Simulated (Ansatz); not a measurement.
Mulliken charges of `C[Se][Ge]([F])([F])[F]` from ωB97M-V/def2-TZVPP in Ansatz (PBE0-D4/def2-TZVP geometry).

```tsv
atom	x (Å)	y (Å)	z (Å)	charge (e)
C1	-0.187	-1.293	0.986	-0.427
Se2	1.378	-0.655	-0.013	-0.085
Ge3	0.301	1.151	-0.928	1.026
F4	-1.067	0.734	-1.874	-0.342
F5	1.335	2.061	-1.939	-0.335
F6	-0.335	2.239	0.234	-0.342
H7	-0.500	-0.547	1.712	0.177
H8	-0.993	-1.547	0.303	0.177
H9	0.156	-2.188	1.502	0.152
```

Q: By hand: the dipole of these point charges (1 e Å = 4.8032 D).

A: Σ q r = (0.063, -0.622, 0.423) e Å, of length 0.755 e Å = 3.63 D.

Q: How does the dipole of the full density compare? (An estimate is asked.)

A: The calculation gave: (0.034, -0.631, 0.439) e Å, 3.70 D; the point charges give 0.98 times that, at 2° from its direction.

Point charges leave out the atoms' own dipoles, such as those of lone pairs, and Mulliken's split depends on the basis, so the close match here is no proof of good charges.
